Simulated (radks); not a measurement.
Bi+, 82 electrons, occupied as [Hg] 6p2.

Method: Dirac Kohn-Sham, LDA (Slater exchange, Perdew-Wang correlation), spin-unpolarised, spherical densities, finite nucleus; open shells are shared between the two j in proportion to 2j + 1; Fermi nuclear charge, rms radius 5.5211 fm; computed with a radial shooting solver on a logarithmic mesh with Libxc functionals.

Energy parts (Ry):
part                        energy
total                  -43126.1190
kinetic                 50356.8339
electron-nucleus      -109254.2178
Hartree                 16544.6112
exchange-correlation     -773.3463

Orbitals (lengths in bohr, moments of r in powers of bohr; <r^-3> diverges for s and p1/2):
orbital      occ.  eigenvalue (Ry)  <r^-3>
1s1/2           2        -6643.490       -
2s1/2           2        -1193.300       -
2p1/2           2        -1147.462       -
2p3/2           4        -977.1692   24400
3s1/2           2        -288.4427       -
3p1/2           2        -267.5403       -
3p3/2           4        -229.4206    5788
3d3/2           4        -194.8142    1018
3d5/2           6        -186.7245   826.6
4s1/2           2        -66.59760       -
4p1/2           2        -57.48497       -
4p3/2           4        -48.07175    1435
4d3/2           4        -33.16035   230.0
4d5/2           6        -31.40280   182.2
4f5/2           6        -12.02840   40.67
4f7/2           8        -11.62451   38.49
5s1/2           2        -12.16696       -
5p1/2           2         -8.99062       -
5p3/2           4         -7.16081   274.9
5d3/2           4         -2.72392   29.93
5d5/2           6         -2.50133   23.04
6s1/2           2         -1.64362       -
6p1/2    0.666667         -0.98811       -
6p3/2     1.33333         -0.81486   25.15

The highest occupied level is 6p3/2 at -11.087 eV. The density falls to 0.001 e/bohr^3 at r = 4.33 bohr. Summed over all electrons, <r^2> = 60.27 bohr^2, which gives a Langevin (diamagnetic) susceptibility term of -47.7 x 10^-6 cm^3/mol. For comparison, the ionisation energy in NIST's Atomic Spectra Database is 16.703 eV (measured). In exact Kohn-Sham theory the highest level is minus the ionisation energy, but local and semilocal functionals leave it too shallow, through self-interaction and a potential that decays too fast; potentials with the right tail come closer.

Beside tabulated values, note that spin-unpolarised runs miss the spin-polarisation part of the exchange energy of open shells.
